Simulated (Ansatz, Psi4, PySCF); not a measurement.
CH5Si (SMILES C[SiH2]), doublet, at a GFN2-xTB geometry. Base run: CCSD(T)/STO-3G in PySCF.

Input for PySCF:
```python
from pyscf import gto, scf, cc

mol = gto.Mole()
mol.atom = '''
    C    -1.192432   -0.167844    0.128286
    Si    0.664355    0.085045   -0.142966
    H    -1.777847    0.572435   -0.410162
    H    -1.513355   -1.150629   -0.206068
    H    -1.445252   -0.081555    1.184418
    H     1.111803    1.431801    0.190416
    H     1.478274   -0.955617    0.473202
'''
mol.basis = 'sto-3g'
mol.charge = 0
mol.spin = 1
mol.verbose = 4
mol.build()

mf = scf.UHF(mol)
mf.kernel()

mycc = cc.CCSD(mf)
mycc.kernel()
et = mycc.ccsd_t()
print('E(CCSD(T)) = %.10f' % (mycc.e_tot + et))
```

The same geometry, method and basis name were run in Ansatz (a first-principles code) and Psi4 and PySCF, at each program's defaults and at the settings that a row names. The base is PySCF at its defaults. Differences at the defaults can come from grids, fitting, cores and function types together.

```csv
code and settings,ΔE vs base (µEh),basis functions,E (Eh),SCF cycles
"PySCF, defaults (exact integrals, spherical functions, all electrons correlated)",0.0,19,-325.98838,10
"Psi4, defaults (exact integrals, spherical functions, all electrons correlated)",0.0,19,-325.98838,12
"Ansatz, defaults (factorised integrals, spherical functions, frozen core)",3235,19,-325.98515,-
"PySCF, frozen core",3231,19,-325.98515,10
"Psi4, exact integrals, spherical functions, frozen core",3231,19,-325.98515,12
"Ansatz, high accuracy, frozen core",3231,19,-325.98515,-
```

Open shells are given as the SCF converged; they aren't shown to be the lowest states, and a large step between rows can be another state.
